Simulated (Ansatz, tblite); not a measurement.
Removing and adding an electron: SnCl2(pyrrolidide)2 (C₈H₁₆Cl₂N₂Sn). The state is a singlet with charge 0. Geometry: PBE-D4/def2-SVP. Ansatz, gas phase; energy differences of separate SCF runs; the oxidised species was run as a doublet alone; the reduced species was run as a doublet alone.

Cartesian coordinates in Å:
```
Sn -0.268 0.474 -1.165
Cl -0.022 2.386 -2.571
Cl -1.546 -1.150 -2.369
N -1.290 0.749 0.577
C -2.750 0.867 0.603
C -3.052 0.905 2.119
C -1.753 1.467 2.766
C -0.791 1.699 1.575
H -3.224 0.017 0.073
H -3.111 1.811 0.124
H -3.262 -0.116 2.493
H -3.942 1.528 2.337
H -1.926 2.404 3.331
H -1.319 0.730 3.470
H -0.865 2.762 1.233
H 0.273 1.497 1.815
N 1.642 -0.098 -0.655
C 1.731 -1.413 0.002
C 1.918 -2.454 -1.130
C 2.521 -1.631 -2.306
C 2.616 -0.185 -1.754
H 0.854 -1.601 0.656
H 2.629 -1.397 0.664
H 0.937 -2.882 -1.420
H 2.568 -3.294 -0.816
H 3.511 -2.012 -2.631
H 1.851 -1.666 -3.189
H 3.629 -0.004 -1.322
H 2.443 0.605 -2.511
```

In the def2 sets Sn takes a core potential; there is no spin–orbit coupling. The xTB rows come from tblite. Single mean-field runs in def2-TZVP are fitted with def2-universal-jkfit. HOMO above LUMO, or a gap near zero within one spin, warns that the state may not be the lowest or that an electron is smeared out.

Q: Estimate orbital energies and vertical ionisation energies and electron affinities at: GFN1-xTB; GFN2-xTB; PBE-D4/def2-TZVP; B97M-V/def2-TZVP; PBE0-D4/def2-TZVP.

A: 
```
            level  −HOMO (eV)  vertical IE (eV)  −LUMO (eV)  vertical EA (eV)  HOMO–LUMO gap (eV)  IE − EA (eV)                                                                   remarks
         GFN1-xTB       10.91             13.22        8.88              6.74                2.03          6.48                                                                         –
         GFN2-xTB       10.25             12.58        8.51              6.38                1.74          6.20                                                                         –
 PBE-D4/def2-TZVP        5.48              7.79        2.88              0.67                2.60          7.12  HOMO above zero (-1 doublet), gap within one spin near zero (+1 doublet)
 B97M-V/def2-TZVP        5.87              8.02        2.69              0.51                3.18          7.52  HOMO above zero (-1 doublet), gap within one spin near zero (+1 doublet)
PBE0-D4/def2-TZVP        6.76              8.20        2.01              0.58                4.75          7.63                                              HOMO above zero (-1 doublet)
```

Relaxing the oxidised species (PBE-D4/def2-SVP) changes its energy by -0.46 eV at PBE-D4/def2-TZVP, so the adiabatic ionisation energy to this nearest minimum is 7.32 eV. At PBE0-D4/def2-TZVP it is 7.42 eV.     A HOMO above zero means that the electron is unbound at that level or that self-interaction error raises the level; the energy of removing that electron tells which. Raw xTB energy differences between charge states are shifted by several eV; the methods need an empirical correction for them. Sets without diffuse functions give affinities that are too small.
